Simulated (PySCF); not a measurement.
## Bonding in SiHMe2(NHtBu)

Species: SiHMe2(NHtBu), C₆H₁₇NSi.
Geometry (PBE0-D3(BJ)/def2-SVP, Å), atoms numbered from 1 in this order:
```xyz
25
C6H17NSi angstrom
Si     0.643    1.445    0.010
H      0.609    1.732    1.488
C      2.429    1.077   -0.444
H      3.044    1.983   -0.320
H      2.501    0.753   -1.494
H      2.864    0.289    0.187
C      0.055    2.965   -0.924
H     -0.969    3.250   -0.637
H      0.072    2.783   -2.010
H      0.713    3.824   -0.718
N     -0.451    0.165   -0.442
C     -0.702   -1.107    0.230
C     -1.752   -0.936    1.335
C     -1.203   -2.111   -0.809
C      0.600   -1.622    0.842
H     -1.275    0.488   -0.942
H     -1.974   -1.890    1.841
H     -1.404   -0.215    2.089
H     -2.694   -0.553    0.912
H     -2.135   -1.752   -1.276
H     -1.414   -3.091   -0.354
H     -0.456   -2.242   -1.605
H      0.992   -0.919    1.596
H      1.367   -1.768    0.067
H      0.432   -2.584    1.348
```

Bond orders from the PBE0/pcSseg-1 density (PySCF). The structure is a single PBE0-D3(BJ)/def2-SVP conformer in the gas phase; no vibrational or solvent corrections.

**Question.** Set the Mayer orders of the bonds between heavy atoms beside their lengths.

**Answer.** 
| bond | length (Å) | Mayer order |
| --- | --- | --- |
| Si1–C3 | 1.879 | 0.932 |
| Si1–C7 | 1.878 | 0.957 |
| Si1–N11 | 1.743 | 0.988 |
| N11–C12 | 1.460 | 0.903 |
| C12–C13 | 1.534 | 1.009 |
| C12–C14 | 1.530 | 1.020 |
| C12–C15 | 1.528 | 1.025 |

Bonds between the same two heavy elements. C–Si: lowest Si1–C3 (0.932, 1.879 Å), highest Si1–C7 (0.957, 1.878 Å). C–C: all 3 within 0.02 of one another (1.009 to 1.025).

**Question.** And the bonds to hydrogen?

**Answer.** H–Si: 0.92 (1 bond); C–H: 0.95 to 0.96 (15 bonds); H–N: 0.93 (1 bond).

**Question.** Sum the orders of all bonds at each heavy atom with more than one neighbour.

**Answer.** Si1 3.793, C3 3.797, C7 3.828, N11 2.816, C12 3.957, C13 3.887, C14 3.904, C15 3.889. Orders between atoms that aren't bonded are not in these sums.

Mayer orders depend on the basis set.
